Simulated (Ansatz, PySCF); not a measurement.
Noncovalent pair: C2H4 (SMILES C=C) (first 6 atoms) with CH4O (SMILES CO); geometry from B3LYP-D3(BJ)/def2-TZVP, rigid monomers moved along the line of their centres of mass till C1···H12 is 2.23 Å.
(charge 0, multiplicity 1):
```json
[
 {"atom": "C", "x (Å)": "0.7019", "y (Å)": "0.2081", "z (Å)": "0.0238"},
 {"atom": "C", "x (Å)": "-0.6063", "y (Å)": "0.0269", "z (Å)": "-0.1008"},
 {"atom": "H", "x (Å)": "1.1658", "y (Å)": "1.1668", "z (Å)": "-0.1740"},
 {"atom": "H", "x (Å)": "1.3615", "y (Å)": "-0.5962", "z (Å)": "0.3268"},
 {"atom": "H", "x (Å)": "-1.0691", "y (Å)": "-0.9328", "z (Å)": "0.0955"},
 {"atom": "H", "x (Å)": "-1.2663", "y (Å)": "0.8298", "z (Å)": "-0.4059"},
 {"atom": "C", "x (Å)": "-0.1836", "y (Å)": "-0.5943", "z (Å)": "3.4510"},
 {"atom": "O", "x (Å)": "-0.3157", "y (Å)": "0.7262", "z (Å)": "2.9541"},
 {"atom": "H", "x (Å)": "-0.9596", "y (Å)": "-1.2639", "z (Å)": "3.0612"},
 {"atom": "H", "x (Å)": "-0.2902", "y (Å)": "-0.5431", "z (Å)": "4.5341"},
 {"atom": "H", "x (Å)": "0.7978", "y (Å)": "-1.0273", "z (Å)": "3.2230"},
 {"atom": "H", "x (Å)": "-0.2234", "y (Å)": "0.6968", "z (Å)": "1.9935"}
]
```

Monomers are frozen at their geometry in the pair; levels with a basis set take the counterpoise correction.

Correlated levels freeze the cores.

Programs: Ansatz (a program for electronic structure) with Gaussian orbitals; PySCF for the dispersion terms. Each number belongs to the level named beside it.

PBE/def2-TZVPPD gives -6.6 kJ/mol for the interaction energy.

Task: How do the other levels lie against it? Give each less PBE: PBE-D3(BJ)/def2-TZVPPD, r2SCAN/def2-TZVPPD, B3LYP/def2-TZVPPD, wB97M-V/def2-TZVPPD, MP2/aug-cc-pVDZ, CCSD(T)/aug-cc-pVDZ.

Result: PBE-D3(BJ)/def2-TZVPPD -6.1; r2SCAN/def2-TZVPPD -2.7; B3LYP/def2-TZVPPD 5.6; wB97M-V/def2-TZVPPD -2.6; MP2/aug-cc-pVDZ -0.1; CCSD(T)/aug-cc-pVDZ 1.7 kJ/mol. 2 of 6 lie above PBE; the widest gap is to PBE-D3(BJ)/def2-TZVPPD.
